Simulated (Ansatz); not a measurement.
Total energies of the cluster SiTe2⁺ from Ansatz at PBE0-D4/def2-TZVP, gas phase (1 Eh = 27.2114 eV = 2625.5 kJ/mol). The reference geometry is relaxed at B3LYP-D4/def2-TZVP.

```
atom    x (Å)    y (Å)    z (Å)
 Si1   0.9593  -0.8469   0.7085
 Te2  -0.3078   1.3906   0.5689
 Te3  -0.6514  -0.5438  -1.2774
```

| state | geometry | energy (Eh) |
| --- | --- | --- |
| charge 1 doublet | reference | -825.22214 |
| charge 0 singlet | reference | -825.49665 |
| charge 1 quartet | relaxed at B3LYP-D4/def2-TZVP | -825.17270 |

In the def2 sets Te takes a core potential; there is no spin–orbit coupling.

Question: Work out the vertical electron affinity, to the singlet.

Answer: E(charge 1 doublet) − E(charge 0 singlet) = -825.22214 − (-825.49665) = 0.27451 Eh = 7.47 eV.

Question: Which of the charge 1 states is lowest, and how far above it are the others?

Answer: The doublet. quartet: -825.17270 − (-825.22214) = 0.04944 Eh = 129.8 kJ/mol. The quartet differs in its bonds from the reference.

The structure comes from a short search, and lower isomers may exist.
